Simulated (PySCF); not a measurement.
Sb (antimony, neutral) across methods

[Kr] 4d10 5s2 5p2 6s1, high-spin 4P determinant (an excited configuration). Computed with PySCF 2.14 in x2c-QZVPPall with one added diffuse shell each of s, p, d, f type (14s10p8d5f1g, 128 functions), with scalar relativity by spin-free X2C-1e.

| method | E (hartree) | mean ε 5s β (eV) | mean ε 5p α (eV) | mean ε 6s α (eV) | Σ⟨r²⟩ (bohr²) | ⟨S²⟩ |
| --- | --- | --- | --- | --- | --- | --- |
| UHF | -6477.83313 | -17.914 | -12.079 | -3.006 | 98.47 | 3.759 |
| r2SCAN | -6480.61 | -15.360 | -8.616 | -1.950 | 95.05 | 3.754 |
| LDA | -6474.44 | -15.626 | -8.211 | -2.038 | 92.44 | 3.751 |
| PBE | -6480.18 | -15.213 | -8.160 | -1.959 | 93.70 | 3.752 |
| PBE0 | -6480.26 | -16.182 | -9.301 | -2.298 | 94.55 | 3.753 |

The outer electron is Rydberg-like, and this basis confines it to a smaller radius and binds it less than a complete one would.
